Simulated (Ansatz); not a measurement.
`[SiH3][O][GeH3]` + CH₃OH → `C[O][GeH3]` + silanol at 400 K and 1 bar (ligand exchange at a Ge–O bond).

Program: Ansatz. Geometries: PBE0-D4/def2-TZVP. ΔE: electronic, gas phase. CBS: MP2 limit from def2 TZ/QZ plus the TZ coupled-cluster correction, frozen cores. This one scheme is used for every species. For Ge outer-core shells are correlated without core-valence functions, which leaves a few kJ/mol of doubt a bond. Scalar relativity is left out up to krypton.

```json
{"species": "`[SiH3][O][GeH3]`", "CCSD(T)/CBS energy (Eh)": "-2444.01593", "H − E (kJ/mol)": "167.7", "S (J/(mol·K))": "374.2"}
{"species": "CH₃OH", "CCSD(T)/CBS energy (Eh)": "-115.61712", "H − E (kJ/mol)": "151.2", "S (J/(mol·K))": "252.6"}
{"species": "`C[O][GeH3]`", "CCSD(T)/CBS energy (Eh)": "-2192.93708", "H − E (kJ/mol)": "196.5", "S (J/(mol·K))": "334.6"}
{"species": "`O[SiH3]`", "CCSD(T)/CBS energy (Eh)": "-366.69042", "H − E (kJ/mol)": "120.0", "S (J/(mol·K))": "276.4"}
```

H − E and S are ideal-gas, rigid-rotor, harmonic terms from PBE0-D4/def2-TZVP. 1 Eh = 2625.50 kJ/mol, R = 8.31446 J/(mol·K).

Q: By hand: ΔE, ΔH, ΔS and ΔG.

A: ΔE = (-2192.93708) + (-366.69042) − (-2444.01593) − (-115.61712) = 0.00555 Eh = 14.6 kJ/mol. Δ(H − E) = 196.5 + 120.0 − 167.7 − 151.2 = -2.4, so ΔH = 12.2 kJ/mol. ΔS = 334.6 + 276.4 − 374.2 − 252.6 = -15.8 J/(mol·K). ΔG = 12.2 − 400 × (-15.8)/1000 = 18.5 kJ/mol.

Q: By hand: the equilibrium constant, and the temperature at which ΔG would vanish if ΔH and ΔS stayed fixed.

A: log₁₀ K = −ΔG/(RT ln 10) = -2.4. ΔH and −TΔS have one sign here, so there is no such temperature.

TΔS isn't small against ΔH here. A doubt of 5 kJ/mol in ΔE shifts log₁₀ K by 0.7 here. Modes under 60 cm⁻¹, often nearly free rotors, make the harmonic entropy too high. These are equilibria of isolated gas molecules and say nothing of rates. Largest T1 diagnostic: 0.012 (customary marks: 0.02 for closed shells, 0.045 for open ones).
